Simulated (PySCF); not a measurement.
WO₂, triplet: data card

Computed with PySCF, UBP86, basis W def2-TZVP with ECP60, O def2-TZVP (scalar-relativistic core potentials, no spin–orbit coupling, density fitting).

The structure is a minimum.

* Point group: C2v
* Bond lengths: O–O 1.438 Å, W–O 1.905 Å (×2)
* Bond angles: O–O–W 67.8° (×2), O–W–O 44.4°
* Principal polarisabilities: 62.9, 67.3, 79.2 bohr³
* Spin squared ⟨S²⟩: 2.241
* Atomisation energy without zero-point energy: 925 kJ/mol
* Entropy at 298.15 K and 1 bar (electronic part: spin only): 285.0 J/(mol K)
* Heat capacity Cp at 298.15 K: 46.4 J/(mol K)
* Highest occupied level (β): -4.99 eV
* Lowest empty level (α): -4.44 eV
* Rotational constants: 1.019, 0.1989, 0.1664 cm⁻¹
* Enthalpy at 298.15 K above 0 K: 11.51 kJ/mol
* Zero-point energy: 11.0 kJ/mol
* Principal quadrupole moments (Buckingham, traceless) about the centre of mass: -2.09, 0.92, 1.17 D Å
* Rotational symmetry number: 2
* Dipole moment: 2.50 D

Harmonic modes (masses in u: W 183.951, O 15.995):
| ω (cm⁻¹) | IR (km/mol) | μ (u) |
| --- | --- | --- |
| 319 | 11.0 | 16.36 |
| 598 | 12.9 | 18.21 |
| 929 | 117 | 16.21 |

Charges (e):
```json
{"atom": "W1", "Mulliken": "0.37", "Löwdin": "0.19", "polar tensor": "0.64", "spin (Mulliken)": "2.10", "Mayer order to W1": "–"}
{"atom": "O2,3", "Mulliken": "-0.19", "Löwdin": "-0.10", "polar tensor": "-0.32", "spin (Mulliken)": "-0.05", "Mayer order to W1": "1.24"}
```
Other Mayer orders above 0.3: O–O 0.91.

Mulliken populations on W1 (electrons outside its core potential): s 3.42, p 6.19, d 3.96, f 0.06.

The determinant is spin-contaminated (⟨S²⟩ = 2.24, pure value 2.00). The spin densities have lower symmetry than the nuclear frame, so modes carry no symmetry labels. Other isomers or separated fragments may lie lower. Other spin states or occupations of the open shell can lie lower. Spin–orbit coupling, left out here, can matter for elements this heavy.

The final relaxation and frequency run took of the order of 90 core-seconds on a shared host.
